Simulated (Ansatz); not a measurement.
Process, species as SMILES: [Ga][F] (F-Ga) (closed-shell singlet) → F atom + Ga atom
B3LYP-D3(BJ)/def2-TZVP geometries, fixed; electronic energies without zero-point terms.

Basis-set convergence of the atomisation energy at r2SCAN with Ansatz (an electronic-structure program). Cartesian d functions, on some or all atoms, in 3-21G, 6-31G, 6-31G**; all else is spherical. The program fits the integrals of some runs and decomposes those of others, by size. Open shells are unrestricted. No added dispersion term, no relativity. Functions are those of the species that has most. Reference: the value in aug-cc-pV5Z, 141.37 kcal/mol, itself unsure by roughly 0.08 kcal/mol (its mean distance from pcseg-4, aug-pcseg-3, aug-cc-pVQZ). Deviations are taken from unrounded values.

| basis | functions |
|---|---|
| 3-21G | 32 |
| 6-31G | 38 |
| 6-31G** | 50 |
| 6-311G** | 62 |

**Question.** Which is the smallest Pople set listed that can be trusted to 1 kcal/mol here, that is, within that of the reference together with its larger relatives (same family, alike in diffuse functions; a set with none to test it counts only in the reference's own line)?

**Answer.** Of the sets listed that have larger relatives (same family, alike in diffuse functions), none stays within 1 kcal/mol of the reference together with them. Value minus reference: 3-21G 7.64, 6-31G -1.64, 6-31G** -1.57, 6-311G** -2.56 kcal/mol.
